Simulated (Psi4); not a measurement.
C₄H₁₂N, charge +1, singlet, geometry from GFN2-xTB; Psi4 with PBE/STO-3G.

Input for Psi4:
```
memory 2 GB

molecule mol {
1 1
C    -0.253427   -0.622842   -1.311803
N     0.000000    0.000000    0.000000
C     0.069351    1.464142   -0.156408
C    -1.093571   -0.343916    0.926720
C     1.277647   -0.497384    0.541491
H    -1.194908   -0.264612   -1.724653
H    -0.307283   -1.705567   -1.211971
H     0.547009   -0.377351   -2.007645
H     0.256317    1.938503    0.805458
H    -0.868423    1.846340   -0.555988
H     0.873494    1.733601   -0.838981
H    -2.044701    0.017517    0.539579
H    -1.157076   -1.423437    1.052261
H    -0.919961    0.109679    1.901025
H     1.241374   -1.578668    0.662609
H     2.095667   -0.250453   -0.133066
H     1.478490   -0.045551    1.511372
}

set {
  basis sto-3g
  reference rks
}

energy('pbe')
print_variables()
```

What the program printed (banner, timings and long lists left out):

```
   => Loading Basis Set <=

    Name: STO-3G
    Role: ORBITAL
    Keyword: BASIS

         ---------------------------------------------------------
                                   SCF
               by Justin Turney, Rob Parrish, Andy Simmonett
                          and Daniel G. A. Smith
                              RKS Reference
         ---------------------------------------------------------

  ==> Geometry <==

    Molecular point group: c1
    Full point group: C1

    Geometry (in Angstrom), charge = 1, multiplicity = 1:

       Center              X                  Y                   Z               Mass
    ------------   -----------------  -----------------  -----------------  -----------------
         C           -0.253426986399    -0.622842013601    -1.311803000000    12.000000000000
         N            0.000000013601    -0.000000013601     0.000000000000    14.003074004430
         C            0.069351013601     1.464141986399    -0.156408000000    12.000000000000
         C           -1.093570986399    -0.343916013601     0.926720000000    12.000000000000
         C            1.277647013601    -0.497384013601     0.541491000000    12.000000000000
         H           -1.194907986399    -0.264612013601    -1.724653000000     1.007825032230
         H           -0.307282986399    -1.705567013601    -1.211971000000     1.007825032230
         H            0.547009013601    -0.377351013601    -2.007645000000     1.007825032230
         H            0.256317013601     1.938502986399     0.805458000000     1.007825032230
         H           -0.868422986399     1.846339986399    -0.555988000000     1.007825032230
         H            0.873494013601     1.733600986399    -0.838981000000     1.007825032230
         H           -2.044700986399     0.017516986399     0.539579000000     1.007825032230
         H           -1.157075986399    -1.423437013601     1.052261000000     1.007825032230
         H           -0.919960986399     0.109678986399     1.901025000000     1.007825032230
         H            1.241374013601    -1.578668013601     0.662609000000     1.007825032230
         H            2.095667013601    -0.250453013601    -0.133066000000     1.007825032230
         H            1.478490013601    -0.045551013601     1.511372000000     1.007825032230

  Running in c1 symmetry.

  Rotational constants: A =      0.15965  B =      0.15965  C =      0.15965 [cm^-1]
[...]
   @DF-RKS iter   1:  -211.22696383371667   -2.36753e+00   1.02458e-02 ADIIS/DIIS
   @DF-RKS iter   2:  -211.16080339244084    6.61604e-02   1.38992e-02 ADIIS/DIIS
   @DF-RKS iter   3:  -211.30878299050033   -1.47980e-01   1.04643e-03 ADIIS/DIIS
   @DF-RKS iter   4:  -211.30963603513618   -8.53045e-04   8.24868e-05 DIIS
   @DF-RKS iter   5:  -211.30964143331272   -5.39818e-06   9.41227e-07 DIIS
   @DF-RKS iter   6:  -211.30964143427676   -9.64036e-10   8.74223e-08 DIIS
  Energy and wave function converged.

  ==> Post-Iterations <==

   Electrons on quadrature grid:
      Ntotal   =   42.0000919889 ; deviation = 9.199e-05

    Orbital Energies [Eh]
    ---------------------

    Doubly Occupied:

[...]
    Virtual:

[...]
      37A      0.239162

    Final Occupation by Irrep:
              A
    DOCC [    21 ]
    NA   [    21 ]
    NB   [    21 ]

  @DF-RKS Final Energy:  -211.30964143427676

   => Energetics <=

    Nuclear Repulsion Energy =            216.3882438716351544
    One-Electron Energy =                -702.3851472261602567
    Two-Electron Energy =                 307.0942387828208098
    DFT Exchange-Correlation Energy =     -32.4069768625724635
    Empirical Dispersion Energy =           0.0000000000000000
    VV10 Nonlocal Energy =                  0.0000000000000000
    Total Energy =                       -211.3096414342767559

Computation Completed

Properties will be evaluated at   0.000000,   0.000000,   0.000000 [a0]

Properties computed using the SCF density matrix

 Multipole Moments:

 ------------------------------------------------------------------------------------
     Multipole            Electronic (a.u.)      Nuclear  (a.u.)        Total (a.u.)
 ------------------------------------------------------------------------------------

 L = 1.  Multiply by 2.5417464519 to convert [e a0] to [Debye]
 Dipole X            :         -0.0000002           -0.0000008           -0.0000009
 Dipole Y            :         -0.0000115            0.0000008           -0.0000107
 Dipole Z            :         -0.0000093           -0.0000000           -0.0000093
 Magnitude           :                                                    0.0000142

 ------------------------------------------------------------------------------------

  Variable Map:
  ----------------------------------------------------------------------------
[...]
  Array Variable Map:
  ----------------------------------------------------------------------------
[...]
[...]
```
